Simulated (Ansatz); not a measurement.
Gas-phase electronic energies from Ansatz, PBE0-D4/def2-TZVP geometries. CCSD(T)/CBS is the MP2 limit (def2-TZVPP, def2-QZVPP) plus CCSD(T) − MP2 in def2-TZVPP, frozen cores. This one scheme is used for every species. Functionals use def2-TZVPP. Elements past krypton have def2 core potentials. For Ga, In outer-core shells are correlated without core-valence functions, which leaves a few kJ/mol of doubt a bond. Scalar relativity is left out up to krypton. Each species was taken in one conformer, which may not be the lowest.

`F[SiH2][InH2]` + `[NH2][GaH][OH]` → `[OH][GaH][NH][InH2]` + `F[SiH3]`  (cleavage of the In–Si bond)

`F[SiH2][InH2]`:

Cartesian coordinates in Å:
```
F 0.420 -0.947 2.013
Si 0.784 0.039 0.792
In -1.020 -0.035 -1.054
H 0.937 1.405 1.367
H 2.121 -0.378 0.282
H -2.419 -1.039 -0.941
H -0.824 0.954 -2.459
```

`[NH2][GaH][OH]`:

Cartesian coordinates in Å:
```
N -1.129 -0.261 0.356
Ga 0.597 0.295 0.366
O 1.523 0.158 -1.158
H -1.606 -0.641 -0.443
H -1.724 -0.221 1.164
H 1.310 0.878 1.609
H 1.029 -0.209 -1.893
```

`[OH][GaH][NH][InH2]`:

Cartesian coordinates in Å:
```
O 2.555 -0.692 0.805
Ga 0.767 -0.748 0.674
N 0.066 0.529 -0.414
In -1.868 0.899 -0.904
H 2.924 -1.365 1.379
H -0.075 -1.810 1.440
H 0.756 1.139 -0.833
H -2.128 2.209 -1.978
H -2.996 -0.161 -0.169
```

`F[SiH3]`:

Z-matrix (Å, degrees):
```
Si
F 1 1.600
H 1 1.482 2 108.3
H 1 1.482 2 108.3 3 -120.0
H 1 1.482 2 108.3 3 120.0
```

```json
{"level": "revPBE-D4", "ΔE (eV)": "-0.08"}
{"level": "ωB97M-V", "ΔE (eV)": "-0.14"}
{"level": "CAM-B3LYP", "ΔE (eV)": "-0.16"}
{"level": "RPA@PBE/def2-TZVPP", "ΔE (eV)": "-0.34"}
```

Problem. What does CCSD(T)/CBS give? (An estimate is asked.)

Solution. The calculation gave: -0.27 eV. The listed levels differ from it by 0.19, 0.13, 0.11, -0.07 eV.

Largest T1 diagnostic among the species: 0.016.

At CCSD(T), def2-SVP lies −0.06 eV from the extrapolated value and def2-TZVPP −0.01 eV. From r2SCAN to r2SCAN0 (25 % exact exchange), in def2-TZVPP and without D4, ΔE moves by +0.04 eV.
